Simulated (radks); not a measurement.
Values are calculated unless marked as measured or tabulated.
Effect of the nuclear size on neutral terbium, [Xe] 4f9 6s2. Level of theory: Dirac Kohn-Sham, PBE, spin-unpolarised, spherical densities, finite nucleus; open shells fill j = l - 1/2 first; Fermi nuclear charge, rms radius 5.06 fm (a radial shooting solver on a logarithmic mesh with Libxc functionals). The rms radius is varied about that value; shifts are against it.

rms radius (fm)  total energy shift (eV)  density at nucleus (e/bohr^3)  1s1/2 shift (meV)  2s1/2 shift (meV)  5s1/2 shift (meV)  5p1/2 shift (meV)  6s1/2 shift (meV)  4f7/2 shift (meV)  6p1/2 (empty) shift (meV)
4.129                              -7.58                      7.245e+05              -3120               -405              -3.00              0.368             -0.114              0.591                      0.119
4.5995                             -3.89                      7.042e+05              -1600               -208              -1.54              0.189             -0.058              0.303                      0.061
5.06                                   0                      6.867e+05              0.000              0.000              0.000              0.000              0.000              0.000                      0.000
5.232                               1.52                      6.807e+05                627               81.5              0.603             -0.074              0.023             -0.119                     -0.024
5.6925                              5.79                      6.658e+05               2380                309               2.29             -0.281              0.087             -0.451                     -0.091

Slopes of the eigenvalues against <r^2> in GHz/fm^2, as finite differences over the two radii next to the reference (eigenvalue slopes, not the field-shift constants of lines): 1s1/2 86700, 2s1/2 11300, 5s1/2 83.4, 5p1/2 -10.2, 6s1/2 3.16, 4f7/2 -16.4, 6p1/2 (empty) -3.29.
